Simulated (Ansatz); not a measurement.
A nudged elastic band was laid between two geometries of C$_{3}$H$_{9}$NSi (14 atoms, charge 0, multiplicity 1).

Level of theory: RKS PBE0/def2-SVP in Ansatz.

```yaml
movable_images: 9
climbing_image: yes
spring: 5.0 eV/Å²
optimiser: quadratic models (default)
start_path: through a guess of the saddle point
force_threshold: 0.05 eV/Å
iteration_limit: 46
end_points: relaxed
```

Initial state:

```xyz
14
Properties=species:S:1:pos:R:3
C -1.553 0.891 1.843
C -0.899 0.898 0.674
Si 0.828 0.211 0.438
C 0.833 -1.196 -0.844
N 0.380 -0.821 -2.181
H -1.101 0.487 2.756
H -2.568 1.294 1.947
H -1.419 1.328 -0.194
H 1.719 1.298 -0.092
H 1.344 -0.234 1.774
H 1.853 -1.615 -0.914
H 0.211 -2.030 -0.475
H -0.581 -0.486 -2.155
H 0.939 -0.053 -2.549
```

Final state:

```xyz
14
Properties=species:S:1:pos:R:3
C -1.484 1.393 1.133
C -0.905 0.188 1.211
Si 0.864 -0.157 0.696
C 0.874 -1.141 -0.934
N 0.217 -0.470 -2.051
H -0.931 2.278 0.794
H -2.531 1.559 1.411
H -1.520 -0.651 1.567
H 1.534 1.164 0.466
H 1.585 -0.893 1.786
H 1.916 -1.377 -1.214
H 0.399 -2.125 -0.770
H -0.731 -0.199 -1.791
H 0.700 0.399 -2.275
```

(1) Which bonds break or form, and what moves?

(2) Give the energies along the band, and the barrier.

(3) What is the geometry of the highest image?

(4) What are the harmonic wavenumbers there?

The band took 9 iterations and about 8 core-minutes.

Answers

(1) No bond is made or broken. The dihedral C1–C2–Si3–H10 goes from -4 to 130°.

(2) The run converged. The highest image is number 4 of 0 to 10, 0.064 eV above the first end and 0.090 eV above the last; the last end lies 0.026 eV below the first. A vibrational analysis at the climbing image gives one clearly imaginary mode, 95i cm⁻¹: a first-order saddle point.

| image | path coordinate (Å) | energy (eV) | dihedral C1–C2–Si3–H10 (°) |
| --- | --- | --- | --- |
| 0 | 0.00 | 0.000 | -4 |
| 1 | 0.55 | 0.007 | 10 |
| 2 | 1.11 | 0.028 | 25 |
| 3 | 1.66 | 0.052 | 40 |
| 4 | 2.22 | 0.064 | 56 |
| 5 | 2.68 | 0.057 | 69 |
| 6 | 3.15 | 0.038 | 81 |
| 7 | 3.61 | 0.012 | 94 |
| 8 | 4.08 | -0.010 | 107 |
| 9 | 4.55 | -0.023 | 118 |
| 10 | 5.01 | -0.026 | 130 |

(3) 
```xyz
14
Properties=species:S:1:pos:R:3
C -1.482 1.248 1.782
C -1.043 0.463 0.792
Si 0.751 -0.050 0.548
C 0.890 -1.180 -0.974
N 0.458 -0.579 -2.233
H -0.807 1.670 2.536
H -2.541 1.512 1.892
H -1.792 0.084 0.082
H 1.586 1.173 0.300
H 1.272 -0.708 1.791
H 1.933 -1.526 -1.078
H 0.308 -2.102 -0.799
H -0.523 -0.311 -2.191
H 0.977 0.278 -2.419
```

(4) 95i, 91, 140, 219, 255, 333, 428, 564, 610, 701, 718, 767, 850, 875, 945, 988, 1013, 1035, 1082, 1108, 1265, 1278, 1366, 1421, 1425, 1636, 1688, 2196, 2197, 3051, 3106, 3131, 3143, 3229, 3536, 3622 cm⁻¹.

The run took 4.2 min on 2 threads of Arm Neoverse V2 (shared host), peak memory 0.28 GiB.
